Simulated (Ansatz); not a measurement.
## Molecular dynamics of FH₄O₄Ta

Input file:

```yaml
crystal:
  periodic: [false, false, false]
  atoms:
    - { symbol: Ta, position_ang: [-0.108304, -0.082509, 0.041384] }
    - { symbol: O, position_ang: [1.803241, -0.138674, -0.101787] }
    - { symbol: H, position_ang: [2.475543, -0.418397, 0.518123] }
    - { symbol: O, position_ang: [-0.054257, -0.338654, 1.94343] }
    - { symbol: H, position_ang: [-0.661899, -0.689453, 2.560563] }
    - { symbol: F, position_ang: [0.037207, 0.071025, -1.859175] }
    - { symbol: O, position_ang: [-0.923484, 1.609939, 0.186243] }
    - { symbol: H, position_ang: [-0.955114, 2.299661, -0.463386] }
    - { symbol: O, position_ang: [-1.15447, -1.658814, -0.16547] }
    - { symbol: H, position_ang: [-1.757082, -2.223238, -0.662158] }
basis:
  gaussian: { orbitals: def2-SVP }
hamiltonian:
  xc: hf
md:
  timestep: 0.25
  n_steps: 250
  ensemble: nvt_langevin
  temperature: 3000.0
  initial_velocities: maxwell_boltzmann
  seed: 916659
  friction: 0.01
  masses: [{ species: H, mass: 2.014 }]
```

Run as:

```bash
$ ansatz run input.yaml --threads 2 --pin off --max-ram 3072MiB --backend cpu --events-out ev --progress --plain --runs-dir out
```

It goes on from the last frame of an earlier run, with new velocities.

Output, in part (one step line in 9, the closing report, with atoms numbered from 0):

```
md step     0: t =     0.00 fs  T =  2700.0 K  F+E_penalty+E_count = -12450.51742328 eV  E_kin = 3.490020 eV  (41 SCF iters)
md step     9: t =     2.25 fs  T =  2628.1 K  F+E_penalty+E_count = -12450.05564342 eV  E_kin = 3.397023 eV  (39 SCF iters)
md step    18: t =     4.50 fs  T =  2529.4 K  F+E_penalty+E_count = -12449.85807413 eV  E_kin = 3.269514 eV  (39 SCF iters)
md step    27: t =     6.75 fs  T =  2565.8 K  F+E_penalty+E_count = -12450.01354769 eV  E_kin = 3.316531 eV  (40 SCF iters)
md step    36: t =     9.00 fs  T =  2148.9 K  F+E_penalty+E_count = -12449.55632653 eV  E_kin = 2.777642 eV  (40 SCF iters)
md step    45: t =    11.25 fs  T =  1939.9 K  F+E_penalty+E_count = -12449.35655971 eV  E_kin = 2.507518 eV  (40 SCF iters)
md step    54: t =    13.50 fs  T =  1790.8 K  F+E_penalty+E_count = -12449.23997847 eV  E_kin = 2.314846 eV  (41 SCF iters)
md step    63: t =    15.75 fs  T =  1899.8 K  F+E_penalty+E_count = -12449.05932432 eV  E_kin = 2.455667 eV  (42 SCF iters)
md step    72: t =    18.00 fs  T =  2430.8 K  F+E_penalty+E_count = -12449.38929944 eV  E_kin = 3.142065 eV  (40 SCF iters)
md step    81: t =    20.25 fs  T =  2774.8 K  F+E_penalty+E_count = -12449.75006330 eV  E_kin = 3.586686 eV  (40 SCF iters)
md step    90: t =    22.50 fs  T =  2738.9 K  F+E_penalty+E_count = -12449.76174163 eV  E_kin = 3.540239 eV  (40 SCF iters)
md step    99: t =    24.75 fs  T =  2679.7 K  F+E_penalty+E_count = -12449.72684654 eV  E_kin = 3.463747 eV  (40 SCF iters)
md step   108: t =    27.00 fs  T =  2587.9 K  F+E_penalty+E_count = -12449.20512399 eV  E_kin = 3.345055 eV  (40 SCF iters)
md step   117: t =    29.25 fs  T =  2442.8 K  F+E_penalty+E_count = -12449.15598072 eV  E_kin = 3.157595 eV  (40 SCF iters)
md step   126: t =    31.50 fs  T =  2322.3 K  F+E_penalty+E_count = -12449.21028081 eV  E_kin = 3.001778 eV  (40 SCF iters)
md step   135: t =    33.75 fs  T =  2185.0 K  F+E_penalty+E_count = -12448.65867451 eV  E_kin = 2.824340 eV  (41 SCF iters)
md step   144: t =    36.00 fs  T =  2040.0 K  F+E_penalty+E_count = -12448.78416753 eV  E_kin = 2.636872 eV  (40 SCF iters)
md step   153: t =    38.25 fs  T =  1947.2 K  F+E_penalty+E_count = -12448.42636131 eV  E_kin = 2.516999 eV  (41 SCF iters)
md step   162: t =    40.50 fs  T =  1933.7 K  F+E_penalty+E_count = -12448.31892129 eV  E_kin = 2.499459 eV  (40 SCF iters)
md step   171: t =    42.75 fs  T =  2441.1 K  F+E_penalty+E_count = -12448.38822027 eV  E_kin = 3.155319 eV  (40 SCF iters)
md step   180: t =    45.00 fs  T =  2218.7 K  F+E_penalty+E_count = -12448.18051382 eV  E_kin = 2.867897 eV  (42 SCF iters)
md step   189: t =    47.25 fs  T =  2017.0 K  F+E_penalty+E_count = -12448.08447348 eV  E_kin = 2.607157 eV  (42 SCF iters)
md step   198: t =    49.50 fs  T =  1851.0 K  F+E_penalty+E_count = -12447.79733200 eV  E_kin = 2.392602 eV  (40 SCF iters)
md step   207: t =    51.75 fs  T =  2276.5 K  F+E_penalty+E_count = -12447.82472716 eV  E_kin = 2.942633 eV  (40 SCF iters)
md step   216: t =    54.00 fs  T =  2780.9 K  F+E_penalty+E_count = -12448.05239821 eV  E_kin = 3.594564 eV  (40 SCF iters)
md step   225: t =    56.25 fs  T =  2782.2 K  F+E_penalty+E_count = -12448.06847401 eV  E_kin = 3.596213 eV  (41 SCF iters)
md step   234: t =    58.50 fs  T =  3010.0 K  F+E_penalty+E_count = -12448.24302327 eV  E_kin = 3.890790 eV  (40 SCF iters)
md step   243: t =    60.75 fs  T =  2940.7 K  F+E_penalty+E_count = -12448.10513914 eV  E_kin = 3.801164 eV  (41 SCF iters)
md step   250: t =    62.50 fs  T =  2903.7 K  F+E_penalty+E_count = -12448.30539594 eV  E_kin = 3.753360 eV  (62 SCF iters)
Total energy: -12448.30539594 eV, -457.4667855362 hartree
Atom 0 at    -0.113246     0.025903     0.312306 Å, force    -7.603558     2.941344     0.408594 eV/Å
Atom 1 at     1.512730    -0.139969    -0.404089 Å, force     6.982378    -2.409557     0.708807 eV/Å
Atom 2 at     2.338252    -0.649285    -0.080748 Å, force    -2.586651     1.859529    -1.454566 eV/Å
Atom 3 at    -0.121658    -0.462740     2.270840 Å, force     0.614862     1.710461    -6.052257 eV/Å
Atom 4 at    -0.123216    -0.754547     3.121520 Å, force    -0.084285    -1.000507     2.759776 eV/Å
Atom 5 at    -0.792644     0.526968    -1.597956 Å, force     1.554573     0.544296     1.460838 eV/Å
Atom 6 at    -0.984925     1.809157     0.530834 Å, force     0.950181     0.035757     5.245540 eV/Å
Atom 7 at    -1.082694     2.161817     1.534343 Å, force     0.433078    -1.528997    -4.578730 eV/Å
Atom 8 at    -1.242304    -1.277601    -0.357327 Å, force    -0.346220    -2.251948     1.652842 eV/Å
Atom 9 at    -1.670553    -1.120828    -1.186635 Å, force     0.085642     0.099622    -0.150844 eV/Å
Dipole moment:     0.789894    -0.469302     1.101951 e Å
```

All steps were run. The mean temperature of the second half is 21 % below the set value. A run of 0.062 ps of so small a system gives no equilibrium averages.

Joined: Ta1–H10 2.79 → 2.45 Å. Pairs count as bonded within 1.25 times the sum of covalent radii (0.12 Å more for H–H).

Last frame:

```xyz
10
Properties=species:S:1:pos:R:3
Ta -0.113 0.026 0.312
O 1.513 -0.140 -0.404
H 2.338 -0.649 -0.081
O -0.122 -0.463 2.271
H -0.123 -0.754 3.122
F -0.793 0.527 -1.598
O -0.985 1.809 0.531
H -1.083 2.162 1.534
O -1.242 -1.278 -0.357
H -1.671 -1.121 -1.187
```

The run took 7.7 min on 2 threads of Arm Neoverse V2 (shared host), peak memory 0.28 GiB.
